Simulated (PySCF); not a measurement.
**How methods differ on the excitation energy of He**

He 1s2 (1S) → He 1s1 2s1 (3S), as a difference of total energies. Calculation: PySCF 2.14, in aug-cc-pVQZ; the non-relativistic Hamiltonian (point nucleus). Correlated levels: valence: nothing frozen. The calculations carry no spin-orbit coupling.

| method | excitation energy (eV) |
| --- | --- |
| UHF | 18.785 |
| MP2 (valence) | 19.736 |
| SCS-MP2 (valence) | 19.945 |
| CCSD (valence) | 19.873 |

Task: How much does correlation contribute at MP2 (valence)?

Result: 19.736 − (18.785) = 0.951 eV, measured against UHF.

Errors of the correlated levels include the incompleteness of this basis.

The promoted electron is Rydberg-like, and one or two diffuse shells describe it only roughly, which tends to raise the upper state.

With two correlated electrons CCSD is exact in that space.

For comparison: 19.820 eV (measured; NIST levels).
